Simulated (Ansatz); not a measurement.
The cluster Hf2S3, 5 atoms. Hardware: 4 threads of Intel Xeon Platinum 8259CL on a shared host.

In the def2 sets Hf takes a core potential; there is no spin–orbit coupling. Correlated methods freeze 15 core orbitals; core or outer-core shells of Hf are correlated, in sets that lack core-valence functions.

(1) How many basis functions does each of these Ansatz runs have, and roughly what does it cost? B97M-V/def2-TZVP, charge 0 singlet, energy, from earlier orbitals; CCSD(T)/def2-TZVP, charge 0 singlet, energy, from earlier orbitals; PBE0-D4/def2-TZVP, charge 0 singlet, energy, from earlier orbitals; r2SCAN-D4/def2-TZVP, charge 0 singlet, energy, from earlier orbitals; PBE0-D4/def2-SVP, charge 0 singlet, energy, from earlier orbitals; BHLYP-D4/def2-TZVP, charge 0 singlet, energy, from earlier orbitals; PBE-D4/def2-TZVP, charge 0 singlet, energy and forces, from earlier orbitals; RPA@PBE/def2-TZVP, charge 0 singlet, energy, from earlier orbitals; PBE-D4/def2-SVP, charge 0 singlet, energy, from earlier orbitals; r2SCAN-D4/def2-SVP, charge 0 singlet, relaxation, 14 steps; ωB97X-V/def2-TZVP, charge 0 singlet, energy, from earlier orbitals.

Results:

(1) Other jobs shared the machine, so times can vary by a factor of up to 3. A dash marks memory too small to be measured apart from the calling script's.

| run | functions | fitting or Cholesky vectors | wall time | peak host memory (GiB) |
| --- | --- | --- | --- | --- |
| PBE-D4/def2-SVP, charge 0 singlet, energy, from earlier orbitals | 118 | 1243 | 2.1 s | – |
| PBE0-D4/def2-SVP, charge 0 singlet, energy, from earlier orbitals | 118 | 1123 | 2.6 s | – |
| PBE-D4/def2-TZVP, charge 0 singlet, energy and forces, from earlier orbitals | 191 | 1473 | 3.7 s | – |
| BHLYP-D4/def2-TZVP, charge 0 singlet, energy, from earlier orbitals | 191 | 1788 | 5.5 s | 0.68 |
| r2SCAN-D4/def2-TZVP, charge 0 singlet, energy, from earlier orbitals | 191 | 1473 | 6.5 s | – |
| PBE0-D4/def2-TZVP, charge 0 singlet, energy, from earlier orbitals | 191 | 1599 | 6.5 s | 0.64 |
| RPA@PBE/def2-TZVP, charge 0 singlet, energy, from earlier orbitals | 191 | 1377 | 7.5 s | – |
| B97M-V/def2-TZVP, charge 0 singlet, energy, from earlier orbitals | 191 | 1473 | 10 s | – |
| ωB97X-V/def2-TZVP, charge 0 singlet, energy, from earlier orbitals | 191 | 1529 | 12 s | 0.8 |
| r2SCAN-D4/def2-SVP, charge 0 singlet, relaxation, 14 steps | 118 | 1243 | 42 s | – |
| CCSD(T)/def2-TZVP, charge 0 singlet, energy, from earlier orbitals | 191 | 1377 | 87 s | 2.5 |
